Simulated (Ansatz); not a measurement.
Consider the substitution at a C–Ge bond: `[CH3][GeH2][CH](F)F` + `C[SiH](N)N` → `CN[SiH](C)N` + `F[CH](F)[GeH3]`.

Isolated molecules relaxed with PBE0-D4/def2-TZVP in Ansatz; ΔE leaves out vibrations. CBS: MP2 limit from def2 TZ/QZ plus the TZ coupled-cluster correction, frozen cores. For Ge outer-core shells are correlated without core-valence functions, which leaves a few kJ/mol of doubt a bond. Scalar relativity is left out up to krypton. One conformer a species, not always the lowest.

`[CH3][GeH2][CH](F)F`:

Z-matrix (Å, degrees):
```
C
Ge 1 1.948
H 1 1.091 2 110.4
H 1 1.091 2 110.5 3 -120.0
H 1 1.090 2 109.8 3 119.9
C 2 1.999 1 108.4 3 -178.1
H 2 1.539 1 111.7 3 63.8
H 2 1.536 1 112.0 3 -60.2
F 6 1.366 2 109.8 1 55.6
F 6 1.363 2 110.9 1 174.0
H 6 1.096 2 114.2 1 -64.7
```

`C[SiH](N)N`:

Cartesian coordinates in Å:
```
C -0.139 -0.541 -1.478
Si -0.051 -0.273 0.369
N -1.202 0.789 1.065
N 1.495 0.408 0.670
H -0.007 0.400 -2.020
H -1.109 -0.961 -1.757
H 0.633 -1.239 -1.817
H -0.342 -1.579 1.038
H -1.256 1.759 0.801
H -2.080 0.441 1.413
H 2.288 0.150 0.106
H 1.771 0.646 1.609
```

`CN[SiH](C)N`:

Cartesian coordinates in Å:
```
C -0.761 -1.701 0.870
N 0.462 -0.933 0.844
Si 0.667 0.573 0.055
C 0.400 0.588 -1.795
N -0.501 1.661 0.690
H -0.804 -2.478 0.094
H -0.909 -2.187 1.840
H -1.610 -1.031 0.715
H 1.288 -1.457 1.079
H 2.097 0.907 0.336
H 1.110 -0.082 -2.288
H -0.610 0.258 -2.051
H 0.545 1.589 -2.213
H -0.827 2.443 0.146
H -0.547 1.851 1.677
```

`F[CH](F)[GeH3]`:

Cartesian coordinates in Å:
```
F 1.730 0.066 0.872
C 0.880 0.474 -0.111
F 1.431 0.112 -1.303
Ge -0.901 -0.401 0.115
H 0.846 1.568 -0.083
H -1.474 0.025 1.473
H -0.696 -1.918 0.057
H -1.816 0.075 -1.021
```

| species | HF/def2-TZVPP energy (Eh) |
| --- | --- |
| `[CH3][GeH2][CH](F)F` | -2353.58031 |
| `C[SiH](N)N` | -440.51475 |
| `CN[SiH](C)N` | -479.54920 |
| `F[CH](F)[GeH3]` | -2314.52022 |

**Question.** Work out ΔE.

**Answer.** ΔE = (-479.54920) + (-2314.52022) − (-2353.58031) − (-440.51475) = 0.02564 Eh = +16.1 kcal/mol. CCSD(T)/CBS gives +18.0 kcal/mol.

Largest T1 diagnostic among the species: 0.012.

In def2-TZVPP, CCSD(T) changes the Hartree–Fock value by +1.6 kcal/mol (the triples alone add +0.1 kcal/mol) and MP2 by +2.9 kcal/mol.
